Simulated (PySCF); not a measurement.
## Basis-set dependence of population analyses: `C[Si@@H]1OC[C@@H]1F`

Species: C3H7FOSi.
SMILES with atom numbers: `[CH3:1][Si@@H:2]1[O:3][CH2:4][C@@H:5]1[F:6]` (hydrogens: H7, H8, H9 on C1; H10 on Si2; H11, H12 on C4; H13 on C5)

Geometry (PBE0-D3(BJ)/def2-SVP, Å), atoms numbered from 1 in this order:
```xyz
13
C3H7FOSi angstrom
C     -1.9907    0.2383   -0.2193
Si    -0.2077    0.6418   -0.5532
O      0.6924   -0.5913   -1.2972
C      1.5363   -0.8189   -0.1607
C      1.0069    0.2088    0.8571
F      0.4286   -0.3831    1.9610
H     -2.0510   -0.6036    0.4863
H     -2.5147   -0.0376   -1.1478
H     -2.5111    1.1031    0.2217
H     -0.0535    1.9573   -1.2435
H      1.4152   -1.8429    0.2342
H      2.5955   -0.6681   -0.4327
H      1.7610    0.9339    1.2014
```

PBE0 throughout (PySCF), one geometry, spherical d and f functions. Geometry: PBE0-D3(BJ)/def2-SVP; no solvent, vibrations or thermal averaging. Atoms taken as equivalent share a column and are averaged. The first 7 of 11 kinds of atom are listed.

Mulliken charges (e):

```csv
basis,functions,C1,Si2,O3,C4,C5,F6,H7/H8/H9
STO-3G,41,-0.410,+0.765,-0.352,-0.088,-0.136,-0.114,+0.081
6-31G,72,-0.842,+1.035,-0.666,-0.125,-0.151,-0.336,+0.214
pcSseg-0,72,-1.225,+1.449,-0.811,-0.119,-0.428,-0.369,+0.276
6-31G*,102,-0.787,+0.766,-0.576,-0.136,-0.002,-0.344,+0.212
cc-pVDZ,123,-0.282,+0.518,-0.430,+0.140,+0.009,-0.242,+0.076
def2-SVP,123,-0.366,+0.655,-0.501,+0.204,-0.050,-0.272,+0.089
aug-cc-pVDZ,205,+0.374,+0.734,-0.898,+0.912,+0.713,-0.540,-0.220
"6-311+G(2d,p)",212,-0.788,+1.103,-0.597,-0.150,-0.143,-0.286,+0.176
def2-TZVP,234,-0.489,+0.439,-0.401,+0.008,-0.041,-0.229,+0.150
cc-pVTZ,282,-0.382,+0.410,-0.364,+0.042,+0.017,-0.232,+0.112
IGLO-III,289,-0.626,+1.054,-0.604,-0.019,-0.087,-0.284,+0.149
pcSseg-2,321,-0.277,+0.786,-0.563,+0.229,-0.049,-0.301,+0.060
```

IAO charges (e):

```
        basis  functions      C1     Si2      O3      C4      C5      F6  H7/H8/H9
       STO-3G         41  -0.654  +0.970  -0.457  -0.166  -0.226  -0.137    +0.139
        6-31G         72  -0.732  +0.997  -0.628  -0.105  -0.135  -0.296    +0.176
     pcSseg-0         72  -0.739  +1.020  -0.625  -0.103  -0.154  -0.282    +0.174
       6-31G*        102  -0.737  +1.113  -0.657  -0.070  -0.119  -0.309    +0.166
      cc-pVDZ        123  -0.733  +1.100  -0.650  -0.070  -0.115  -0.311    +0.165
     def2-SVP        123  -0.728  +1.115  -0.654  -0.064  -0.118  -0.312    +0.163
  aug-cc-pVDZ        205  -0.746  +1.112  -0.665  -0.072  -0.115  -0.328    +0.169
6-311+G(2d,p)        212  -0.757  +1.144  -0.673  -0.074  -0.125  -0.329    +0.171
    def2-TZVP        234  -0.761  +1.155  -0.674  -0.072  -0.124  -0.328    +0.170
      cc-pVTZ        282  -0.758  +1.141  -0.669  -0.073  -0.121  -0.325    +0.171
     IGLO-III        289  -0.761  +1.154  -0.675  -0.074  -0.126  -0.329    +0.171
     pcSseg-2        321  -0.761  +1.154  -0.674  -0.073  -0.125  -0.328    +0.171
```

Hirshfeld charges (e):

| basis | functions | C1 | Si2 | O3 | C4 | C5 | F6 | H7/H8/H9 |
| --- | --- | --- | --- | --- | --- | --- | --- | --- |
| STO-3G | 41 | -0.125 | +0.457 | -0.245 | +0.029 | -0.023 | -0.086 | +0.018 |
| 6-31G | 72 | -0.190 | +0.416 | -0.297 | +0.007 | -0.029 | -0.131 | +0.053 |
| pcSseg-0 | 72 | -0.193 | +0.447 | -0.282 | +0.001 | -0.028 | -0.129 | +0.047 |
| 6-31G* | 102 | -0.191 | +0.392 | -0.268 | +0.009 | -0.031 | -0.121 | +0.053 |
| cc-pVDZ | 123 | -0.202 | +0.416 | -0.248 | -0.008 | -0.040 | -0.110 | +0.051 |
| def2-SVP | 123 | -0.205 | +0.424 | -0.254 | -0.006 | -0.036 | -0.118 | +0.052 |
| aug-cc-pVDZ | 205 | -0.217 | +0.439 | -0.266 | -0.018 | -0.044 | -0.120 | +0.054 |
| 6-311+G(2d,p) | 212 | -0.207 | +0.435 | -0.269 | -0.013 | -0.041 | -0.126 | +0.052 |
| def2-TZVP | 234 | -0.211 | +0.429 | -0.261 | -0.013 | -0.042 | -0.121 | +0.053 |
| cc-pVTZ | 282 | -0.212 | +0.427 | -0.257 | -0.013 | -0.042 | -0.117 | +0.053 |
| IGLO-III | 289 | -0.213 | +0.431 | -0.261 | -0.017 | -0.041 | -0.122 | +0.053 |
| pcSseg-2 | 321 | -0.218 | +0.439 | -0.265 | -0.017 | -0.044 | -0.121 | +0.054 |

ESP-fitted charges (e):

```json
{"basis": "STO-3G", "functions": "41", "C1": "-0.581", "Si2": "+0.808", "O3": "-0.410", "C4": "+0.066", "C5": "-0.239", "F6": "-0.078", "H7/H8/H9": "+0.135"}
{"basis": "6-31G", "functions": "72", "C1": "-0.728", "Si2": "+0.940", "O3": "-0.665", "C4": "+0.254", "C5": "-0.224", "F6": "-0.212", "H7/H8/H9": "+0.191"}
{"basis": "pcSseg-0", "functions": "72", "C1": "-0.872", "Si2": "+1.089", "O3": "-0.668", "C4": "+0.228", "C5": "-0.264", "F6": "-0.212", "H7/H8/H9": "+0.217"}
{"basis": "6-31G*", "functions": "102", "C1": "-0.684", "Si2": "+0.826", "O3": "-0.520", "C4": "+0.186", "C5": "-0.275", "F6": "-0.149", "H7/H8/H9": "+0.180"}
{"basis": "cc-pVDZ", "functions": "123", "C1": "-0.612", "Si2": "+0.778", "O3": "-0.498", "C4": "+0.190", "C5": "-0.226", "F6": "-0.167", "H7/H8/H9": "+0.162"}
{"basis": "def2-SVP", "functions": "123", "C1": "-0.632", "Si2": "+0.830", "O3": "-0.527", "C4": "+0.216", "C5": "-0.232", "F6": "-0.178", "H7/H8/H9": "+0.165"}
{"basis": "aug-cc-pVDZ", "functions": "205", "C1": "-0.675", "Si2": "+0.843", "O3": "-0.518", "C4": "+0.182", "C5": "-0.253", "F6": "-0.184", "H7/H8/H9": "+0.177"}
{"basis": "6-311+G(2d,p)", "functions": "212", "C1": "-0.691", "Si2": "+0.854", "O3": "-0.529", "C4": "+0.175", "C5": "-0.260", "F6": "-0.188", "H7/H8/H9": "+0.182"}
{"basis": "def2-TZVP", "functions": "234", "C1": "-0.691", "Si2": "+0.849", "O3": "-0.509", "C4": "+0.164", "C5": "-0.256", "F6": "-0.177", "H7/H8/H9": "+0.181"}
{"basis": "cc-pVTZ", "functions": "282", "C1": "-0.683", "Si2": "+0.834", "O3": "-0.498", "C4": "+0.161", "C5": "-0.254", "F6": "-0.170", "H7/H8/H9": "+0.179"}
{"basis": "IGLO-III", "functions": "289", "C1": "-0.675", "Si2": "+0.843", "O3": "-0.511", "C4": "+0.165", "C5": "-0.261", "F6": "-0.180", "H7/H8/H9": "+0.177"}
{"basis": "pcSseg-2", "functions": "321", "C1": "-0.688", "Si2": "+0.876", "O3": "-0.533", "C4": "+0.182", "C5": "-0.252", "F6": "-0.190", "H7/H8/H9": "+0.179"}
```

Some averages cover members that differ in this geometry, most widely: H7/H8/H9, Mulliken in aug-cc-pVDZ -0.245 to -0.192; H7/H8/H9, ESP-fitted in 6-31G +0.161 to +0.210; H7/H8/H9, ESP-fitted in pcSseg-0 +0.188 to +0.236; H7/H8/H9, ESP-fitted in 6-311+G(2d,p) +0.157 to +0.195 e.

Question: Which scheme is steadiest as the basis changes?

Answer: Largest range over the bases for any column: Hirshfeld 0.09 e, IAO 0.22 e, ESP-fitted 0.31 e, Mulliken 1.60 e. Hirshfeld charges move least and Mulliken charges most, counted in e. Without the minimal STO-3G basis the ranges are Hirshfeld 0.05, IAO 0.16, ESP-fitted 0.31, Mulliken 1.60 e.

Question: How much do the charges still move between the two largest bases, IGLO-III and pcSseg-2?

Answer: At most, over all atoms: Mulliken 0.350 e, IAO 0.001 e, Hirshfeld 0.007 e, ESP-fitted 0.033 e.

Question: What do the same runs give for the total energy, the frontier levels and the dipole moment?

Answer: 
| basis | energy (Eh) | HOMO (eV) | LUMO (eV) | μ (D) |
| --- | --- | --- | --- | --- |
| STO-3G | -575.4437 | -3.77 | 5.70 | 1.31 |
| 6-31G | -582.5080 | -7.60 | 0.31 | 1.73 |
| pcSseg-0 | -581.6213 | -7.77 | 0.22 | 1.60 |
| 6-31G* | -582.6310 | -7.57 | 0.47 | 1.18 |
| cc-pVDZ | -582.6630 | -7.63 | 0.48 | 1.09 |
| def2-SVP | -582.3448 | -7.75 | 0.47 | 1.13 |
| aug-cc-pVDZ | -582.6926 | -7.83 | -0.15 | 1.16 |
| 6-311+G(2d,p) | -582.7633 | -7.89 | -0.15 | 1.17 |
| def2-TZVP | -582.7934 | -7.83 | 0.09 | 1.11 |
| cc-pVTZ | -582.7812 | -7.78 | 0.21 | 1.08 |
| IGLO-III | -582.8000 | -7.86 | 0.11 | 1.13 |
| pcSseg-2 | -582.7996 | -7.87 | -0.02 | 1.18 |

The dipole is fixed by the density alone, so its range of 0.65 D shows that the density itself changes with the basis, not only its division among atoms.
